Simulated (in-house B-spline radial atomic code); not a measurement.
Radial electron density of Ti7+, [Ne] 3s2 3p3. Level of theory: scalar-relativistic (X2C) BP86, spin-polarised, spherical fractional occupations, Fermi nucleus of rms radius 3.5921 fm; calculated with an all-electron radial atomic-structure program (B-spline basis).

Columns: r (bohr), 4πr²n(r) (electrons per bohr), bar.

```
 0.00259   0.6574 #
 0.00308   0.8954 #
 0.00366    1.213 ##
 0.00436    1.644 ###
 0.00519    2.213 ####
 0.00618    2.962 #####
 0.00736    3.935 ######
 0.00875    5.165 ########
  0.0104    6.704 ###########
  0.0124    8.627 ##############
  0.0148    10.94 #################
  0.0176    13.55 ######################
  0.0209    16.38 ##########################
  0.0249    19.36 ###############################
  0.0296    22.14 ###################################
  0.0353    24.45 #######################################
   0.042    25.86 #########################################
    0.05    26.12 ##########################################
  0.0595    25.14 ########################################
  0.0708     23.2 #####################################
  0.0843    20.98 #################################
     0.1    19.46 ###############################
   0.119    19.45 ###############################
   0.142    21.33 ##################################
   0.169    24.39 #######################################
   0.201     27.1 ###########################################
    0.24    27.62 ############################################
   0.285     24.9 ########################################
    0.34    19.33 ###############################
   0.404    13.13 #####################
   0.481    8.453 #############
   0.573    6.553 ##########
   0.682    6.698 ###########
   0.812    7.007 ###########
   0.967    6.113 ##########
    1.15    4.135 #######
    1.37    2.074 ###
    1.63   0.7514 #
    1.94   0.1872 
    2.31  0.03043 
    2.75 0.003056 
    3.27 0.0001745
```

On this grid the curve has 3 maxima, near 0.05, 0.24, 0.812 bohr.

The 3p up radial function P(r) = rR(r), positive near the nucleus:

| r (bohr) | P |
| --- | --- |
| 0.00308 | 0.001467 |
| 0.00436 | 0.002815 |
| 0.00618 | 0.005411 |
| 0.00875 | 0.01034 |
| 0.0124 | 0.01961 |
| 0.0176 | 0.03681 |
| 0.0249 | 0.06728 |
| 0.0353 | 0.1197 |
| 0.05 | 0.2033 |
| 0.0708 | 0.3238 |
| 0.1 | 0.4689 |
| 0.142 | 0.5934 |
| 0.201 | 0.5936 |
| 0.285 | 0.3464 |
| 0.404 | -0.1846 |
| 0.573 | -0.8111 |
| 0.812 | -1.139 |
| 1.15 | -0.9115 |
| 1.63 | -0.4044 |
| 2.31 | -0.08558 |
| 3.27 | -0.006847 |
